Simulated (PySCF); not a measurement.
SMILES [CH](=[CH]\[GeH3])/[Al]([OH])[OH] (C₂H₇AlGeO₂) (CAM-B3LYP/def2-SVP optimised geometry):

```
13

Ge    -2.382     2.241     0.008
C     -1.332     0.603     0.006
C      0.011     0.564     0.000
Al     0.961    -1.116     0.000
O      2.653    -1.116     0.000
O      0.002    -2.511     0.002
H     -3.277     2.311     1.258
H     -3.297     2.303    -1.228
H     -1.425     3.443    -0.003
H     -1.890    -0.343     0.009
H      0.548     1.523    -0.004
H      3.297    -1.824     0.000
H      0.224    -3.443    -0.003
```

Computed with CAM-B3LYP/def2-TZVP (PySCF 2.14.0).

### Question
What are the frontier orbital energies and the dipole moment?

### Answer
HOMO-2 -10.52 eV, HOMO-1 -9.13 eV, HOMO -9.10 eV, LUMO 0.16 eV, LUMO+1 0.70 eV; dipole moment 2.54 D.

On the same geometry PBE/def2-TZVP run with PySCF gives HOMO-2 -7.26 eV, HOMO-1 -6.76 eV, HOMO -6.54 eV, LUMO -1.87 eV, LUMO+1 -0.94 eV; dipole moment 2.42 D.

Meta-Löwdin charges at CAM-B3LYP/def2-TZVP: Ge1 0.37, C2 -0.26, C3 -0.39, Al4 1.13, O5 -0.79, O6 -0.79, H7 -0.07, H8 -0.07, H9 -0.07, H10 0.12, H11 0.11, H12 0.35, H13 0.35.
